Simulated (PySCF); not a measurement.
H5AsSi, charge +1, doublet, at a GFN2-xTB geometry (a state made from the parent by changing its charge; the spin is typed, not shown lowest); PySCF with R2SCAN/STO-3G.

PySCF was given this input:
```python
from pyscf import gto, scf, dft

mol = gto.Mole()
mol.atom = '''
    Si   -1.70472595    0.10897919    0.27378400
    As    0.82226931   -0.03886951   -0.18862924
    H    -2.20744588   -0.82892523   -0.73390716
    H    -1.91760064    1.54067772    0.04146200
    H    -1.70838653   -0.34769080    1.67179529
    H     1.17882747   -1.33819262    0.45341921
    H     1.38588148    0.73111591    0.95901965
'''
mol.basis = 'sto-3g'
mol.charge = 1
mol.spin = 1
mol.verbose = 4
mol.build()

mf = dft.UKS(mol)
mf.xc = 'r2scan'
mf.grids.level = 5
mf.kernel()
```

Task: Predict the main parts of the log of this PySCF run.

Result: 
```
PySCF version 2.14.0

[INPUT] verbose = 4
[INPUT] num. atoms = 7
[INPUT] num. electrons = 51
[INPUT] charge = 1
[INPUT] spin (= nelec alpha-beta = 2S) = 1
[INPUT] symmetry False subgroup None
[INPUT] Mole.unit = angstrom
[INPUT] Symbol           X                Y                Z      unit          X                Y                Z       unit  Magmom
[INPUT]  1 Si    -1.704725950000   0.108979190000   0.273784000000 AA   -3.221465162939   0.205940822377   0.517376777288 Bohr   0.0
[INPUT]  2 As     0.822269310000  -0.038869510000  -0.188629240000 AA    1.553863796535  -0.073452728496  -0.356457602685 Bohr   0.0
[INPUT]  3 H     -2.207445880000  -0.828925230000  -0.733907160000 AA   -4.171468148000  -1.566441662442  -1.386883533257 Bohr   0.0
[INPUT]  4 H     -1.917600640000   1.540677720000   0.041462000000 AA   -3.623740025891   2.911458937019   0.078351824577 Bohr   0.0
[INPUT]  5 H     -1.708386530000  -0.347690800000   1.671795290000 AA   -3.228382656596  -0.657040388031   3.159235234438 Bohr   0.0
[INPUT]  6 H      1.178827470000  -1.338192620000   0.453419210000 AA    2.227661066414  -2.528817553714   0.856838126517 Bohr   0.0
[INPUT]  7 H      1.385881480000   0.731115910000   0.959019650000 AA    2.618936438307   1.381608835212   1.812284486576 Bohr   0.0

nuclear repulsion = 156.424770380079
number of shells = 18
number of NR pGTOs = 96
number of NR cGTOs = 32
basis = sto-3g
ecp = {}

******** <class 'pyscf.dft.uks.UKS'> ********
method = UKS
initial guess = minao
damping factor = 0
level_shift factor = 0
DIIS = <class 'pyscf.scf.diis.CDIIS'>
diis_start_cycle = 1
diis_space = 8
diis_damp = 0
SCF conv_tol = 1e-09
SCF conv_tol_grad = None
SCF max_cycles = 50
direct_scf = True
direct_scf_tol = 1e-13
number electrons alpha = 26  beta = 25
XC library pyscf.dft.libxc version 7.1.2
    S. Lehtola, C. Steigemann, M. J. T. Oliveira, and M. A. L. Marques,  SoftwareX 7, 1–5 (2018)
XC functionals = r2scan
    J. W. Furness, A. D. Kaplan, J. Ning, J. P. Perdew, and J. Sun,  J. Phys. Chem. Lett. 11, 8208–8215 (2020)
    J. W. Furness, A. D. Kaplan, J. Ning, J. P. Perdew, and J. Sun,  J. Phys. Chem. Lett. 11, 9248–9248 (2020)
    J. W. Furness, A. D. Kaplan, J. Ning, J. P. Perdew, and J. Sun,  J. Phys. Chem. Lett. 11, 8208–8215 (2020)
    J. W. Furness, A. D. Kaplan, J. Ning, J. P. Perdew, and J. Sun,  J. Phys. Chem. Lett. 11, 9248–9248 (2020)
radial grids:
    Treutler-Ahlrichs [JCP 102, 346 (1995); DOI:10.1063/1.469408] (M4) radial grids

becke partition: Becke, JCP 88, 2547 (1988); DOI:10.1063/1.454033
pruning grids: <function nwchem_prune>
grids dens level: 5
symmetrized grids: False
atomic radii adjust function: <function treutler_atomic_radii_adjust>
small_rho_cutoff = 0
Set gradient conv threshold to 3.16228e-05
tot grids = 205992
init E= -2496.70702439399

cycle= 1 E= -2499.17591088055  delta_E= -2.47  |g|= 0.455  |ddm|= 1.97
cycle= 2 E= -2498.00804979834  delta_E= 1.17  |g|= 0.82  |ddm|= 3.63
cycle= 3 E= -2499.51645360602  delta_E= -1.51  |g|= 0.0579  |ddm|= 3.29
cycle= 4 E= -2499.52186212606  delta_E= -0.00541  |g|= 0.0304  |ddm|= 0.249
cycle= 5 E= -2499.52285062442  delta_E= -0.000988  |g|= 0.00864  |ddm|= 0.0712
cycle= 6 E= -2499.52298629428  delta_E= -0.000136  |g|= 0.00221  |ddm|= 0.0299
cycle= 7 E= -2499.52299721353  delta_E= -1.09e-05  |g|= 0.000553  |ddm|= 0.01
cycle= 8 E= -2499.52299768783  delta_E= -4.74e-07  |g|= 0.000196  |ddm|= 0.00206
cycle= 9 E= -2499.52299774038  delta_E= -5.25e-08  |g|= 3.33e-05  |ddm|= 0.000555
cycle= 10 E= -2499.5229977424  delta_E= -2.01e-09  |g|= 7.58e-06  |ddm|= 0.000116
cycle= 11 E= -2499.5229977425  delta_E= -1.01e-10  |g|= 2.76e-06  |ddm|= 2.75e-05
Extra cycle  E= -2499.52299774251  delta_E= -1.18e-11  |g|= 1.74e-06  |ddm|= 9.91e-06
converged SCF energy = -2499.52299774251  <S^2> = 0.75199007  2S+1 = 2.0019891
```
